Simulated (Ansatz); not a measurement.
Program: Ansatz. Geometries: PBE0-D4/def2-TZVP. ΔE: electronic, gas phase. CCSD(T)/CBS adds triple-zeta CCSD(T) − MP2 to the extrapolated MP2 energy (def2 sets, frozen cores). Functionals use def2-TZVPP. One conformer a species, not always the lowest.

Consider the substitution at a C–N bond: `CN[Si](F)(F)OC` + `O=CCO` → `COCC=O` + `CO[Si](N)(F)F`.

```csv
level,ΔE (kcal/mol),difference from CCSD(T)/CBS
PBE-D4,4.9,1.2
r2SCAN-D4,3.9,0.2
PBE0-D4,4.8,1.1
ωB97X-V,3.4,-0.3
B2PLYP,3.3,-0.4
PBE0,4.5,0.8
SCS-MP2/def2-TZVPP,3.0,-0.7
CCSD/def2-TZVPP,3.2,-0.5
MP2/def2-QZVPP,3.9,0.2
MP2/CBS(def2),4.1,0.4
CCSD(T)/CBS,3.7,0
```

Largest T1 diagnostic among the species: 0.014.

In def2-TZVPP, CCSD(T) changes the Hartree–Fock value by +1.6 kcal/mol (the triples alone add +0.1 kcal/mol) and MP2 by +1.9 kcal/mol.
